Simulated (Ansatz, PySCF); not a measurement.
C₂H₇FSi₂, SMILES F[SiH2]/C=C\[SiH3]. Atoms are numbered in the order given.

```xyz
12

F     -0.7641     1.4726     0.2523
Si    -1.0766     0.6286    -1.1151
C      0.0022    -0.8887    -1.1058
C      0.8845    -1.2403    -0.1492
Si     1.3157    -0.3402     1.4627
H     -0.7757     1.5060    -2.2786
H     -2.5213     0.2724    -1.1181
H     -0.1045    -1.5545    -1.9770
H      1.4407    -2.1762    -0.3090
H      1.8895     1.0089     1.2035
H      2.3517    -1.1700     2.1452
H      0.1354    -0.2270     2.3631
```
Charge 0, spin multiplicity 1.

Coordinates come from a B3LYP-D3(BJ)/def2-SVP optimisation. The structure was generated by enumeration; whether it is a known compound was not checked. Other conformers were not sampled.

Two levels are set side by side: PBE-D3(BJ)/def2-SVP (Ansatz, a program for electronic structure) and B3LYP-D3(BJ)/def2-SVP (Ansatz). Each level has its own optimised geometry; the coordinates shown are those of the second. Frequencies come from the Hessian of PySCF at each geometry. Differences are taken from unrounded values.

```json
[
 {"quantity": "mean bond length (Å)", "B3LYP-D3(BJ)": "1.490", "PBE-D3(BJ)": "1.500", "PBE-D3(BJ) minus B3LYP-D3(BJ)": "0.010"},
 {"quantity": "bond F1–Si2 (Å)", "B3LYP-D3(BJ)": "1.637", "PBE-D3(BJ)": "1.649", "PBE-D3(BJ) minus B3LYP-D3(BJ)": "0.012"},
 {"quantity": "bond Si2–C3 (Å)", "B3LYP-D3(BJ)": "1.862", "PBE-D3(BJ)": "1.867", "PBE-D3(BJ) minus B3LYP-D3(BJ)": "0.005"},
 {"quantity": "bond C3–C4 (Å)", "B3LYP-D3(BJ)": "1.348", "PBE-D3(BJ)": "1.356", "PBE-D3(BJ) minus B3LYP-D3(BJ)": "0.008"},
 {"quantity": "bond C4–Si5 (Å)", "B3LYP-D3(BJ)": "1.896", "PBE-D3(BJ)": "1.900", "PBE-D3(BJ) minus B3LYP-D3(BJ)": "0.004"},
 {"quantity": "bond Si2–H6 (Å)", "B3LYP-D3(BJ)": "1.488", "PBE-D3(BJ)": "1.502", "PBE-D3(BJ) minus B3LYP-D3(BJ)": "0.014"},
 {"quantity": "bond Si2–H7 (Å)", "B3LYP-D3(BJ)": "1.488", "PBE-D3(BJ)": "1.502", "PBE-D3(BJ) minus B3LYP-D3(BJ)": "0.014"},
 {"quantity": "bond C3–H8 (Å)", "B3LYP-D3(BJ)": "1.102", "PBE-D3(BJ)": "1.110", "PBE-D3(BJ) minus B3LYP-D3(BJ)": "0.008"},
 {"quantity": "bond C4–H9 (Å)", "B3LYP-D3(BJ)": "1.100", "PBE-D3(BJ)": "1.108", "PBE-D3(BJ) minus B3LYP-D3(BJ)": "0.008"},
 {"quantity": "bond Si5–H10 (Å)", "B3LYP-D3(BJ)": "1.489", "PBE-D3(BJ)": "1.502", "PBE-D3(BJ) minus B3LYP-D3(BJ)": "0.014"},
 {"quantity": "bond Si5–H11 (Å)", "B3LYP-D3(BJ)": "1.493", "PBE-D3(BJ)": "1.505", "PBE-D3(BJ) minus B3LYP-D3(BJ)": "0.013"},
 {"quantity": "bond Si5–H12 (Å)", "B3LYP-D3(BJ)": "1.489", "PBE-D3(BJ)": "1.502", "PBE-D3(BJ) minus B3LYP-D3(BJ)": "0.014"},
 {"quantity": "highest harmonic wavenumber (cm⁻¹)", "B3LYP-D3(BJ)": "3105", "PBE-D3(BJ)": "3044", "PBE-D3(BJ) minus B3LYP-D3(BJ)": "-60"},
 {"quantity": "mean harmonic wavenumber (cm⁻¹)", "B3LYP-D3(BJ)": "1136", "PBE-D3(BJ)": "1100", "PBE-D3(BJ) minus B3LYP-D3(BJ)": "-36"},
 {"quantity": "zero-point energy (kcal/mol)", "B3LYP-D3(BJ)": "48.72", "PBE-D3(BJ)": "47.16", "PBE-D3(BJ) minus B3LYP-D3(BJ)": "-1.55"}
]
```

GGA bonds tend to be longer and softer than those of functionals with exact exchange. Differences between two approximate levels are no errors against the true value.
